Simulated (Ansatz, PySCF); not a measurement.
HCl3OTi, triplet, geometry from GFN2-xTB (such geometries of metal compounds can be far from the true shape) (the multiplicity is a formal guess), with bond 2-1 at 1.4 times its length. Base run: CASSCF(6,7)/STO-3G (PySCF).

Input for PySCF:
```python
from pyscf import gto, scf, mcscf
import numpy

mol = gto.Mole()
mol.atom = '''
    Ti   -0.54812183    0.10169173   -0.12650554
    Cl    2.21923199    1.71382830   -0.25564909
    Cl    0.67417048   -0.35912771    1.75377039
    Cl   -0.30973850   -1.57772016   -1.40809297
    O    -1.95095903    0.99691229    0.06873694
    H    -2.81450210    1.40919399    0.07547612
'''
mol.basis = 'sto-3g'
mol.spin = 2
mol.verbose = 4
mol.build()

mf = scf.ROHF(mol)
mf.kernel()
mc = mcscf.CASSCF(mf, 7, 6)
mc.fix_spin_(ss=2.0)
mc.kernel()
occ = numpy.linalg.eigvalsh(mc.fcisolver.make_rdm1(mc.ci, mc.ncas, mc.nelecas))[::-1]
ss = mc.fcisolver.spin_square(mc.ci, mc.ncas, mc.nelecas)[0]
print('natural occupations', occ.round(4), ' <S^2>', round(ss, 4))
```

Programs used: Ansatz (a program for electronic structure), PySCF; a row that names a program was run with it.

Each row names what was changed in the base input (with any setting that the change needs).

| change | ΔE vs base (kcal/mol) | natural occupations | <S^2> of the state |
|---|---|---|---|
| base | 0.000 | 1.99 1.99 1.00 1.00 0.01 0.01 0.00 | 2.00 |
| correction = SC-NEVPT2 | -88.6 | 1.99 1.99 1.00 1.00 0.01 0.01 0.00 | 2.00 |
| orbitals = fixed (CASCI); correction = SC-NEVPT2 | -87.1 | 2.00 2.00 1.00 1.00 0.00 0.00 0.00 | 2.00 |
| active space = 10 electrons, 8 orbitals | -3.75 | 2.00 2.00 1.99 1.99 1.00 1.00 0.01 0.01 | 2.00 |
| orbitals = fixed (CASCI) | 6.68 | 2.00 2.00 1.00 1.00 0.00 0.00 0.00 | 2.00 |
| active space = 4 electrons, 4 orbitals | 4.04 | 1.99 1.00 1.00 0.01 | 2.00 |
| code = ansatz; correction = SC-NEVPT2, all electrons | -89.7 | - | - |
| active space = 6 electrons, 5 orbitals | 4.84 | 2.00 2.00 1.00 1.00 0.00 | 2.00 |
| solver = newton | 0.000 | 1.99 1.99 1.00 1.00 0.01 0.01 0.00 | 2.00 |
| active space = 4 electrons, 6 orbitals | 4.27 | 2.00 1.00 1.00 0.00 0.00 0.00 | 2.00 |
| fix_spin_ = off | 0.000 | 1.99 1.99 1.00 1.00 0.01 0.01 0.00 | 2.00 |

Active orbitals are taken around the Fermi level unless the row says otherwise; CASSCF can end in different local minima, and two programs can end on different orbitals. State-averaged rows give the lowest state.

Open shells are given as the SCF converged; they aren't shown to be the lowest states, and a large step between rows can be another state.
